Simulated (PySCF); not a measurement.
Two-component Hartree-Fock for Ta⁵²⁺ (tantalum, charge +52)

Start: [Ar] 3d3; 3d3/2 filled at m_j = -1/2, +1/2, +3/2. Calculated with PySCF 2.14 in an uncontracted even-tempered set (15 s from 14 bohr⁻², ratio 2.8; 12 p from 18 bohr⁻², ratio 2.8; 8 d from 18 bohr⁻², ratio 2.8; 3 f from 59 bohr⁻², ratio 3): generalised Hartree-Fock with the X2C-1e Hamiltonian and a Gaussian nucleus; one run each with spin-orbit coupling (SO) switched off, then screened by Boettger's factors.

```json
{"spinor shell": "1s1/2", "electrons": "2", "ε, spin-free (eV)": "-71217.7", "ε, screened SO (eV)": "-71193.5", "weight of nominal j (screened SO)": "1.000", "rms radius, screened SO (bohr)": "0.0211"}
{"spinor shell": "2s1/2", "electrons": "2", "ε, spin-free (eV)": "-15129.0", "ε, screened SO (eV)": "-15119.3", "weight of nominal j (screened SO)": "1.000", "rms radius, screened SO (bohr)": "0.0847"}
{"spinor shell": "2p1/2", "electrons": "2", "ε, spin-free (eV)": "-13687.8", "ε, screened SO (eV)": "-14611.8", "weight of nominal j (screened SO)": "1.000", "rms radius, screened SO (bohr)": "0.0720"}
{"spinor shell": "2p3/2", "electrons": "4", "ε, spin-free (eV)": "-13687.8", "ε, screened SO (eV)": "-13303.5", "weight of nominal j (screened SO)": "1.000", "rms radius, screened SO (bohr)": "0.0790"}
{"spinor shell": "3s1/2", "electrons": "2", "ε, spin-free (eV)": "-5699.6", "ε, screened SO (eV)": "-5696.4", "weight of nominal j (screened SO)": "1.000", "rms radius, screened SO (bohr)": "0.209"}
{"spinor shell": "3p1/2", "electrons": "2", "ε, spin-free (eV)": "-5256.1", "ε, screened SO (eV)": "-5497.3", "weight of nominal j (screened SO)": "1.000", "rms radius, screened SO (bohr)": "0.199"}
{"spinor shell": "3p3/2", "electrons": "4", "ε, spin-free (eV)": "-5256.1", "ε, screened SO (eV)": "-5153.6", "weight of nominal j (screened SO)": "1.000", "rms radius, screened SO (bohr)": "0.212"}
{"spinor shell": "3d3/2", "electrons": "3", "ε, spin-free (eV)": "-4856.1", "ε, screened SO (eV)": "-4886.5", "weight of nominal j (screened SO)": "0.998", "rms radius, screened SO (bohr)": "0.182"}
```

```tsv
quantity	spin-free	screened SO
E (hartree)	-13086.81650	-13107.76054
M_J	3/2	3/2
⟨J²⟩	6.750	3.766
⟨L²⟩	12.000	7.673
⟨S²⟩	3.750	2.085
```

Each row is a mean over spinors that exchange with the open shell spreads, by up to 24.425 eV (3p1/2).

Breit and QED terms are absent; they matter most for the inner s and p1/2 levels.

Densities and radii are taken from the X2C orbitals without a picture-change correction, which distorts them close to the nucleus.

Without spin-orbit coupling the j labels of p, d and f shells carry no meaning; the spin-free column gives the mean over the occupied spinors of each nl shell, and its ⟨J²⟩ belongs to a mixture of degenerate components.
